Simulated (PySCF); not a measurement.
Compound: (ClZn-mu-Br)2 (singlet state).
Geometry (PBE0-D3(BJ)/def2-SVP, Å), atoms numbered from 1 in this order:
```xyz
6
Br2Cl2Zn2 angstrom
Zn    -1.011    1.119    0.522
Cl    -2.395    2.568    1.196
Br    -1.377   -0.910   -0.773
Zn     1.033   -1.150   -0.545
Cl     2.415   -2.600   -1.219
Br     1.398    0.878    0.749
```

Computed, not measured: TDDFT B3LYP/def2-SVPD, vertical, gas phase, core orbitals frozen in the response (PySCF 2.14.0, density-fitted response routines). The B3LYP/def2-SVPD calculation is non-relativistic and has no spin–orbit coupling, an omission that weighs most on bromine.

Ground-to-excited transition dipoles (e·a0, same axes as the geometry; the sign carries no meaning), for the states with f of 0.002 or more among the lowest 14:

```csv
state,E (eV),μx,μy,μz
S2,5.500,-0.523,-0.362,-0.303
S3,5.522,0.040,0.152,-0.248
S5,5.891,0.072,0.074,0.057
S9,6.122,0.030,0.116,-0.191
S12,6.505,-0.561,0.836,0.428
S14,6.573,0.720,0.185,0.223
```

(1) What oscillator strength does each state have?

(2) All atoms lie in one plane. Which transitions are polarised in it and which across it?

(3) Which bond between heavy atoms lies closest to the direction of the S12 transition dipole?

(4) What angle do the transition dipoles of S2 and S12 make?

(5) How is the summed strength of these states shared among x, y and z?

(6) What peak molar absorption coefficient would the strongest computed level give as a lone Gaussian band 0.4 eV wide at half height?

Answers

(1) f = (2/3) ΔE |μ|² with ΔE in hartree (27.2114 eV).

```csv
state,|μ|² (au),|μ| (D),f
S2,0.496,1.79,0.067
S3,0.086,0.75,0.012
S5,0.014,0.30,0.002
S9,0.051,0.57,0.008
S12,1.196,2.78,0.191
S14,0.603,1.97,0.097
```

(2) In the plane: S2, S5, S12 and S14. Perpendicular: S3 and S9. In-plane polarisation joins two orbitals of the same parity under reflection in the plane (π with π, or σ with σ, in-plane lone pairs counted as σ); perpendicular polarisation joins orbitals of opposite parity.

(3) Zn4–Cl5 and Zn1–Cl2, at 10° from it; next Zn4–Br6 and Zn1–Br3 at 40°.

(4) |cos θ| = |μa·μb| / (|μa| |μb|) = 0.18, so θ ≈ 80° (taken between 0 and 90°, since the signs are arbitrary).

(5) (2/3) Σ ΔE μα² gives 0.172 for x, 0.140 for y and 0.064 for z, 0.376 in all.

(6) ε(max) = 2.175×10⁸ f / FWHM, with the width in cm⁻¹. S12: 2.175×10⁸ × 0.1907 / 3226 ≈ 13000 L mol⁻¹ cm⁻¹.

Time: 2.7 min (grids of density and orbitals included); peak memory 0.91 GiB. Hardware: Intel Xeon at 2.50 GHz, one thread, on a shared host.
